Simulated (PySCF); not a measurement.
Electron correlation in Kr⁺ (krypton, charge +1)

[Ar] 3d10 4s2 4p5, 2P determinant. All numbers are calculated (PySCF 2.14, scalar relativity by spin-free X2C-1e, in jorge-DZP-DKH). Frozen: [Ar] 3d10; 7 electrons correlated.

MP2 pair energies summed by pair of shells (mhartree):

| pair | energy | share (%) |
| --- | --- | --- |
| 4p-4p | -21.85 | 50.9 |
| 4s-4p | -17.16 | 40.0 |
| 4s-4s | -3.90 | 9.1 |

Total MP2 correlation energy: -42.92 mhartree.

Same-spin part -9.36 and opposite-spin part -33.55 mhartree; SCS-MP2 scales them by 1/3 and 6/5 to -43.39 mhartree.

| level | correlation energy (mhartree) |
| --- | --- |
| CCSD | -49.04 |
| (T) | -0.40 |
| CCSD(T) | -49.44 |

Diagnostics: T1 = 0.0010, D1 = 0.0021, largest double amplitude 0.030.

Cost of the coupled-cluster step: 0.34 s of wall time on 1 thread of Neoverse-V2 (shared host), for 7 correlated electrons.
